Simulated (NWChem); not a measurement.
Lowest excitation of CH$_{3}$BO

```xyz
6

B      1.2813     0.3800     0.0000
H      1.7441    -0.0986     1.0226
H      1.7441    -0.0986    -1.0226
H      1.2403     1.5995     0.0000
O     -1.2605    -0.3738     0.0000
C     -0.1752    -0.0520     0.0000
```
Charge 0, spin multiplicity 1.

The numbers come from NWChem runs, not from measurements. Structure: optimised with PBE0/def2-SVP, a minimum by its harmonic frequencies.

Basis set: def2-SVPD.

```tsv
method	lowest vertical singlet excitation energy (eV)	relative cost	difference from EOM-CCSD
TDA-CAM-B3LYP	6.42	4	-0.83
TD-PBE	5.71	1	-1.53
EOM-CCSD	7.25	under 3	0.00
CIS	8.21	under 3	+0.96
TD-B3LYP	6.11	under 3	-1.13
```

The values span 2.49 eV, from TD-PBE (lowest) to CIS (highest). The cost column gives rough processor time relative to TD-PBE; each entry includes its own SCF.

The correlated methods keep 3 core orbitals frozen. B3LYP has NWChem's definition, with VWN1-RPA local correlation. GW and range-separated runs recompute their integrals, the others keep them in memory, which bears on the times. The structure started from a generated list of species. Coupled-cluster values serve here as a point of comparison, not as the truth.
